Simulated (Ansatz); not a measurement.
Input file for Ansatz (a program for electronic structure): R-RI-MP2/cc-pVQZ on CH4BFO (SMILES CB(O)F). Files ending in .json are basis or fitting sets from the Basis Set Exchange.

Ansatz 0.2 input:
```yaml
crystal:
  periodic: [false, false, false]
  atoms:
    - {symbol: C, position_ang: [-1.02001003, -0.07853298, 0.00244904]}
    - {symbol: B, position_ang: [0.51370067, 0.20721156, 0.04789773]}
    - {symbol: O, position_ang: [1.43377354, -0.74211683, -0.25334535]}
    - {symbol: F, position_ang: [0.95812769, 1.43112725, 0.39555582]}
    - {symbol: H, position_ang: [-1.47098466, 0.11092634, 0.98053175]}
    - {symbol: H, position_ang: [-1.51291637, 0.60261575, -0.69682613]}
    - {symbol: H, position_ang: [-1.24535695, -1.10241835, -0.29204169]}
    - {symbol: H, position_ang: [2.34366612, -0.42881275, -0.18422119]}
basis:
  gaussian:
    orbitals: cc-pVQZ
    fitting: {mean_field: def2-universal-JKFIT, correlation: cc-pVQZ-RIFIT.json}
magnetization: {spin_polarized: false}
correlation: {method: mp2, electrons: outside_noble_gas}
scf: {lower_state_search: off}
```

Task: What total energy does the run end on?

Result: -240.2590 hartree.

Task: How many basis functions does it have, and what does it roughly cost on one machine?

Result: 340 functions; roughly 5 core-seconds.
